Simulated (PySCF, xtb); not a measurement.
C4H4, SMILES C1=CC1=C.

GFN2-xTB (xtb) at its own geometry gives an orbital gap of 3.50 eV and a dipole moment of 1.53 D.

Geometry: B3LYP-D3(BJ)/def2-SVP.

Problem. What does PBE/def2-TZVPD (PySCF) give? (An estimate is asked for; the answer gives what the named calculation found.)

Solution. gap 3.25 eV (levels -5.02 and -1.76 eV), dipole 2.04 D.
